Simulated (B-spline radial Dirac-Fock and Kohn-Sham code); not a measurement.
**Total and shell-resolved photoionisation of Cd⁷⁺**

System: the Cd⁷⁺ ion, configuration [Kr] 4d5.

The computed values come from an atomic code on a B-spline grid: the independent-particle Dirac-Slater model, thresholds from Dirac-Fock.

Computed thresholds (eV): K 26848.0, L1 4163.1, L2 3866.7, L3 3676.9, M1 908.9, M2 789.9, M3 755.1, M4 546.0, M5 539.2, N1 240.5, N2 198.1, N3 191.6, N4 128.4, N5 127.4.

| photon energy (eV) | total (b) | K (%) | L (%) | M (%) | N (%) |
| --- | --- | --- | --- | --- | --- |
| 134 | 307000 | – | – | – | 100.0 |
| 142 | 347000 | – | – | – | 100.0 |
| 158 | 421700 | – | – | – | 100.0 |
| 166 | 451900 | – | – | – | 100.0 |
| 180 | 491200 | – | – | – | 100.0 |
| 369 | 734400 | – | – | – | 100.0 |
| 432 | 595300 | – | – | – | 100.0 |
| 478 | 514900 | – | – | – | 100.0 |
| 716 | 2.110e+06 | – | – | 87.4 | 12.6 |
| 1650 | 439700 | – | – | 88.5 | 11.5 |
| 2530 | 155100 | – | – | 87.3 | 12.7 |
| 3070 | 95540 | – | – | 86.9 | 13.1 |
| 4550 | 182900 | – | 81.0 | 16.3 | 2.7 |
| 8250 | 38530 | – | 81.4 | 15.7 | 2.8 |
| 12200 | 13300 | – | 81.4 | 15.6 | 2.9 |
| 15600 | 6745 | – | 81.4 | 15.6 | 3.0 |
| 47600 | 2005 | 85.8 | 11.5 | 2.2 | 0.4 |
| 53100 | 1482 | 86.0 | 11.4 | 2.2 | 0.4 |
| 59200 | 1094 | 86.2 | 11.2 | 2.1 | 0.4 |
| 110000 | 186.9 | 86.8 | 10.7 | 2.1 | 0.4 |

Q: With what power of the photon energy does the total fall between 59200 and 110000 eV?

A: As E^-2.85. The non-relativistic Born limit for an s electron far above threshold is E^-3.5; near threshold and at relativistic energies the fall is slower.

Run: 2.0 s of CPU time on 1 thread of Intel(R) Xeon(R) 6975P-C (shared host), peak memory 0.34 GiB.
